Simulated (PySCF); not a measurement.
Molecular orbitals of BaS

PBE0 at R = 2.499 Å; PySCF, spin-free X2C with a Gaussian nucleus, basis sets Ba x2c-TZVPall, S x2c-TZVPall. State: ¹Σ⁺ (singlet), closed shell. Only the outer orbitals are listed, counted within each symmetry.

```tsv
orbital	occ.	ε (eV)	on Ba (%)	main shells (%)
13σ	2	-34.59	99	99 Ba s
14σ	2	-19.41	83	84 Ba p, 14 S s
7π	2	-18.95	100	100 Ba p
7π	2	-18.95	100	100 Ba p
15σ	2	-14.49	18	82 S s, 13 Ba p
8π	2	-4.79	18	81 S p, 16 Ba d
8π	2	-4.79	18	81 S p, 16 Ba d
16σ	2	-4.71	26	73 S p, 17 Ba d
17σ	0	-1.73	98	79 Ba s, 14 Ba p
9π	0	-0.52	98	71 Ba p, 28 Ba d
9π	0	-0.52	98	71 Ba p, 28 Ba d
```

Q: Which are the highest filled and the lowest empty level, where do they sit, and how wide is the gap?

A: Highest filled 16σ at -4.71 eV (in %: 73 S p, 17 Ba d); lowest empty 17σ at -1.73 eV (in %: 79 Ba s, 14 Ba p); the gap at PBE0 is 2.98 eV.

| Quantity | Value |
| --- | --- |
| bond order (Mayer) | 2.02 |
| ⟨S²⟩ | 0.000 |
| charge on Ba (Mulliken, basis-dependent) | 0.74 |
| charge on Ba (Löwdin, basis-dependent) | 0.38 |
| dipole moment (positive dipole means Ba(−)S(+)) | -10.39 D |
| polarisability along the bond | 141.3 bohr³ |
| polarisability across the bond | 50.4 bohr³ |

Spin–orbit coupling is left out.
